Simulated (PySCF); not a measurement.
# SeS₂²⁺: bending curve

Computed with PySCF, PBE0, basis Se def2-TZVP, S def2-TZVP (no relativity, density fitting).

Rigid scan from the singlet minimum (Se–S 1.948 Å (×2); S–Se–S 180.0°). Coordinate: the S–Se–S angle, bonds fixed. Energies in kJ/mol from the minimum.

| bond angle (°) | E (kJ/mol) | dipole size (D, about the centre of mass) |
| --- | --- | --- |
| 80 | -31.9 | 1.77 |
| 90 | 18.9 | 1.85 |
| 100 | 233.9 | 2.01 |
| 110 | 141.7 | 2.03 |
| 120 | 85.0 | 1.92 |
| 130 | 49.8 | 1.71 |
| 140 | 27.8 | 1.44 |
| 150 | 14.1 | 1.11 |
| 160 | 5.8 | 0.76 |
| 170 | 1.4 | 0.38 |
| 180 | 0.0 | 0.00 |

Part of the curve lies below the starting minimum, so a lower structure or state exists along it.

Other isomers or separated fragments may lie lower.
